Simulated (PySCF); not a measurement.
**Radial density of Os⁺ (osmium, charge +1)**

revPBE, [Xe] 4f14 5d6 6s1, high-spin 6D determinant. All numbers are calculated (PySCF 2.14, scalar relativity by spin-free X2C-1e, in x2c-TZVPPall (11s7p7d3f1g, 97 functions)).

| r (bohr) | 4πr²ρ (e/bohr) | 4πr²(ρα − ρβ) |
| --- | --- | --- |
| 0.0137 | 104.8 | 0.0010 |
| 0.0230 | 91.78 | -0.0014 |
| 0.0387 | 121.8 | 0.0217 |
| 0.0651 | 134.2 | 0.1183 |
| 0.109 | 111.0 | 0.2514 |
| 0.184 | 116.5 | 0.0081 |
| 0.310 | 69.91 | 0.3840 |
| 0.521 | 63.49 | 0.0834 |
| 0.876 | 21.07 | 1.2018 |
| 1.47 | 8.924 | 2.8196 |
| 2.48 | 1.970 | 1.3573 |
| 4.17 | 0.2354 | 0.1909 |
| 7.02 | 0.0009072 | 0.0006 |

Densities and radii are taken from the X2C orbitals without a picture-change correction, which distorts them close to the nucleus.

Spin-orbit coupling, absent here, splits the open shell strongly.
